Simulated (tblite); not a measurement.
C5H7FNS (doublet state).
SMILES with atom numbers: `[CH2:1]=[N:2][CH2:3][C:4]1[CH2:5][C@@H:6]([F:7])[S:8]1` (hydrogens: H9, H10 on C1; H11, H12 on C3; H13, H14 on C5; H15 on C6)

Computed geometry: GFN2-xTB, gas phase. This method treats the open shell by occupation alone, without spin polarisation.

(1) Give the optimised bond lengths and angles.

## Answers

(1) 
```csv
bond,length (pm)
C1=N2,125.2
N2–C3,144.7
C3–C4,148.1
C4–C5,149.7
C5–C6,152.7
C6–F7,135.5
C6–S8,184.4
C4–S8,174.9
C1–H9,108.0
C1–H10,109.5
C3–H11,110.1
C3–H12,109.4
C5–H13,109.5
C5–H14,109.3
C6–H15,109.3
```

A selection of angles:
```csv
angle,degrees
C1–N2–C3,119.8
N2–C3–C4,107.8
C3–C4–C5,127.7
C3–C4–S8,125.3
C5–C4–S8,97.1
C4–C5–C6,93.5
C5–C6–F7,114.9
C5–C6–S8,92.2
F7–C6–S8,113.8
C4–S8–C6,75.5
```

Torsions: C1–N2–C3–C4 -102° (anticlinal); N2–C3–C4–C5 -60° (synclinal); C3–C4–C5–C6 157° (antiperiplanar); C4–C5–C6–F7 -128° (anticlinal); C5–C6–S8–C4 9° (synperiplanar); C3–C4–S8–C6 -157° (antiperiplanar).

The 2 C–N bonds span 1.252 Å (C1=N2, drawn double) to 1.447 Å (N2–C3, drawn single), a spread of 0.195 Å. The 2 C–S bonds span 1.749 Å (C4–S8, drawn single) to 1.844 Å (C6–S8, drawn single), a spread of 0.095 Å. The 4-membered ring C4–C5–C6–S8 has internal angles of 75.5° to 97.1°; it is slightly puckered (a soft mode that the optimisation may not have finished), 0.07 Å rms from its mean plane, widest ring torsion 11°. The 3 C–C bonds span 1.481 Å (C3–C4, drawn single) to 1.527 Å (C5–C6, drawn single), a spread of 0.046 Å. Of the pairs four or more bonds apart, H10···H11 is among the closest relative to their van der Waals radii: 2.32 Å, 97 % of the sum of Bondi's values. C4 (carbon bonded to 2 C and S) has angles 127.7°, 125.3° and 97.1°, sum 350.1°, 0.28 Å off the plane of its three neighbours. C1 (carbon bonded to N and 2 H) is planar (angles 124.6°, 118.2° and 117.2°, sum 360.0°, 0.00 Å off the plane of its three neighbours).

Point group: C1 (no symmetry element, even within 0.4 Å). Its GFN2-xTB frequencies are all real (lowest 43 cm⁻¹). 3 starts were optimised and ended at 0.00, 0.61 and 2.00 kcal/mol (GFN2-xTB); the lowest of these is shown.

The run took 0.6 s on an Arm Neoverse V1 with one thread (shared host). These figures are those of the optimisation.

One conformer stands for the species.
